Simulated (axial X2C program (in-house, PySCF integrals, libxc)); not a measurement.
**HgF⁺: from the spin-free to the two-component result**

Calculated with an axial X2C code built on PySCF integrals. Spin-free means the one-electron spin-free X2C Hamiltonian; two-component (2c) means X2C with spin–orbit coupling and atomic mean-field two-electron Coulomb and Gaunt terms, so the difference of the two also holds small scalar two-electron terms. Basis: Hg dyall-v3z [13s14p9d6f2g], F dyall-v3z [6s5p2d1f] (cores contracted in-house); Gaussian nuclei, density fitting, unrestricted open shells. Masses: Hg 201.971 u, F 18.998 u.

Spin-free state: M_S = 0, Λ = 0 (closed shell); fragments Hg+ + F.

```tsv
level	Re (Å)	ωe (cm⁻¹)	De (eV)	μ (D)
PBE0	1.911	609.0	1.637	-3.72
HF	1.908	660.0	-0.316	-5.27
MP2	1.908	620.4	1.694	n/a
PBEsol	1.910	593.3	2.478	-3.10
B97-3	1.924	593.3	1.645	-3.83
```

Correlated methods: 18 electrons correlated (number of frozen shells: Hg 5 s, 4 p, 2 d, 1 f; F 1 s), 236 virtual spin orbitals or spinors in MP2.

Dipoles are positive if F is the positive end and refer to the centre of mass.

Two-component determinant lowest at the distance of the search:

Ω = 0 (closed shell); fragments Hg+ + F.

```csv
level,Re (Å),ωe (cm⁻¹),De (eV),μ (D)
PBE0,1.908,611.6,1.661,-3.69
HF,1.906,661.5,-0.314,-5.24
MP2,1.906,621.9,1.699,n/a
PBEsol,1.907,596.9,2.509,-3.07
B97-3,1.921,595.8,1.666,-3.80
```

(1) From the two tables, how do the constants change at the MP2 level (2c against spin-free)?

The state is one determinant whose occupation by symmetry is held fixed; it was picked as the lowest of a PBE0 search that is not exhaustive. The closed shell is kept restricted, so the energy runs too high when the bond is stretched far. Dissociation energies refer to the lowest single-determinant-based atoms at the same level and basis. The 2c atoms are single determinants rather than J levels; their spin–orbit lowering is only partly caught, and De is too large by that part. This holds for PBE0, PBEsol, B97-3. The functionals have no current-density term, which raises determinants with orbital currents, atoms included.

Results:

(1) At the MP2 level Re drops by 0.002 Å and ωe rises by 1.5 cm⁻¹; De changes by 0.005 eV.
